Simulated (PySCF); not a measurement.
A side-by-side comparison of computed properties.

First species: C₃H₆Se.
Bonds: C1–C2 (double), C2–C3, C3–Se4. Hydrogens: H5, H6 on C1; H7 on C2; H8, H9 on C3; H10 on Se4.

Second species: C5H11NO.
SMILES: `C(N(CC)C=O)C`

Levels: CAM-B3LYP/def2-SVPD for dipole moment, HOMO energy, LUMO energy, HOMO–LUMO gap, static isotropic polarisability and electronic spatial extent ⟨r²⟩ about the centre of nuclear charge; TDDFT CAM-B3LYP/def2-SVPD for lowest singlet excitation; TDA CAM-B3LYP/def2-SVPD for lowest triplet excitation (Tamm–Dancoff); ΔSCF CAM-B3LYP/def2-SVPD for vertical ionisation energy; PBE0-D3(BJ)/def2-SVP for rotational constant A and rotational constant C. Geometries: PBE0-D3(BJ)/def2-SVP. All species are isolated and taken at one optimised geometry, non-relativistic unless stated. Electronic properties by PySCF.

Dipoles, sizes and rotational constants follow the conformer. The torsions of the flexible species, by atom-mapped SMILES:
- `[CH2:1]=[CH:2][CH2:3][SeH:4]`: C1–C2–C3–Se4 -117°, H–Se4–C3–C2 58°
- `[CH3:1][CH2:2][N:3]([CH:4]=[O:5])[CH2:6][CH3:7]`: C1–C2–N3–C4 93°, C2–N3–C4–O5 1°, C2–N3–C6–C7 -79°

```csv
property,column X,column Y
dipole moment,1.21 D,4.21 D
HOMO energy,-7.88 eV,-8.46 eV
LUMO energy,0.50 eV,1.11 eV
HOMO–LUMO gap,8.38 eV,9.57 eV
lowest singlet excitation,4.75 eV,5.71 eV
lowest triplet excitation (Tamm–Dancoff),4.13 eV,5.03 eV
static isotropic polarisability,68.5 au,74.1 au
vertical ionisation energy,8.88 eV,9.13 eV
electronic spatial extent ⟨r²⟩ about the centre of nuclear charge,637 bohr²,908 bohr²
rotational constant A,18.194 GHz,3.099 GHz
rotational constant C,1.852 GHz,1.439 GHz
```

Problem. Which column belongs to which species?

Solution. Column X is the first species and column Y the second. The first has 10 atoms and 58 electrons, the second 18 and 56.

Problem. How does each property change from the first species to the second?

Solution. dipole moment +3.00 D; HOMO energy -0.58 eV; LUMO energy +0.61 eV; HOMO–LUMO gap +1.19 eV; lowest singlet excitation +0.96 eV; lowest triplet excitation (Tamm–Dancoff) +0.90 eV; static isotropic polarisability +5.6 au; vertical ionisation energy +0.25 eV; electronic spatial extent ⟨r²⟩ about the centre of nuclear charge +271 bohr²; rotational constant A -15.095 GHz; rotational constant C -0.413 GHz.

On the first: The principal polarisabilities are 57.9, 58.7 and 88.8 au; their mean is the isotropic value. The polarisability is 10.15 Å³ as a volume (1 au = 0.148185 Å³), or 1.18 au for each of the 58 electrons. The calculation is non-relativistic and has no spin–orbit coupling, an omission that weighs most on selenium.

On the second: The 10 singlets span 5.71 to 8.36 eV, and their oscillator strengths add up to 0.36. The dipole matches unit charges of opposite sign 0.88 Å apart (1 e·Å = 4.8032 D).
